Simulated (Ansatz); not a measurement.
Born–Oppenheimer molecular dynamics of H$_{12}$O$_{2}$Si$_{5}$ (19 atoms, charge 0, multiplicity 1). It starts from a relaxed structure.

Theory: RKS BLYP/STO-3G in Ansatz 0.2.0.

```json
{"ensemble": "NVE (velocity Verlet)", "time step": "0.5 fs", "steps asked": "166", "starting velocities drawn for": "500 K", "masses": "H 10 u", "seed": "597438"}
```

First frame:

```xyz
19
Properties=species:S:1:pos:R:3
Si 0.153 -0.070 0.328
Si 0.124 0.229 2.624
H -1.238 0.304 3.136
H 0.795 -0.852 3.332
H 0.788 1.473 2.988
O 1.772 0.094 -0.239
Si 2.436 -1.290 -1.023
H 1.757 -1.677 -2.260
H 3.780 -0.854 -1.380
H 2.569 -2.472 -0.172
Si -1.182 1.494 -0.739
H -2.532 1.505 -0.191
H -0.639 2.835 -0.570
H -1.295 1.241 -2.169
O -0.152 -1.694 -0.168
Si -1.656 -2.458 0.156
H -1.937 -2.536 1.590
H -2.776 -1.760 -0.478
H -1.556 -3.803 -0.390
```

Q: How far do the bonds stretch over the last three quarters of this one trajectory? (Pairs bonded in most of those frames.)

A: 
| bond | mean (Å) | spread (Å) | shortest | longest |
| --- | --- | --- | --- | --- |
| Si1–Si2 | 2.315 | 0.029 | 2.27 | 2.35 |
| Si1–O6 | 1.736 | 0.022 | 1.71 | 1.77 |
| Si1–Si11 | 2.291 | 0.041 | 2.22 | 2.34 |
| Si1–O15 | 1.734 | 0.032 | 1.67 | 1.78 |
| Si2–H3 | 1.458 | 0.010 | 1.45 | 1.48 |
| Si2–H4 | 1.457 | 0.030 | 1.41 | 1.50 |
| Si2–H5 | 1.456 | 0.032 | 1.41 | 1.51 |
| O6–Si7 | 1.728 | 0.028 | 1.68 | 1.77 |
| Si7–H8 | 1.467 | 0.020 | 1.44 | 1.50 |
| Si7–H9 | 1.461 | 0.019 | 1.43 | 1.49 |
| Si7–H10 | 1.465 | 0.023 | 1.43 | 1.50 |
| Si11–H12 | 1.461 | 0.032 | 1.42 | 1.52 |
| Si11–H13 | 1.465 | 0.061 | 1.37 | 1.55 |
| Si11–H14 | 1.463 | 0.025 | 1.42 | 1.50 |
| O15–Si16 | 1.723 | 0.017 | 1.69 | 1.75 |
| Si16–H17 | 1.464 | 0.015 | 1.43 | 1.49 |
| Si16–H18 | 1.470 | 0.058 | 1.38 | 1.56 |
| Si16–H19 | 1.458 | 0.031 | 1.41 | 1.51 |

Mean temperature of the second half: 276 K. The conserved energy stayed within 0.04 meV per atom of its start (net change 0.0092 meV per atom), so the integration is sound. Over the second half the temperature averaged 0.55 of the 500 K drawn at the start: a run that starts near a minimum puts about half its kinetic energy into the potential. A run of 0.083 ps of so small a system gives no equilibrium averages. Limits of this set-up: minimal basis.

Time of the run: 8.5 min on 2 threads of Intel(R) Xeon(R) Platinum 8375C CPU @ 2.90GHz (Ice Lake), with other jobs on the host, peak memory 0.16 GiB.
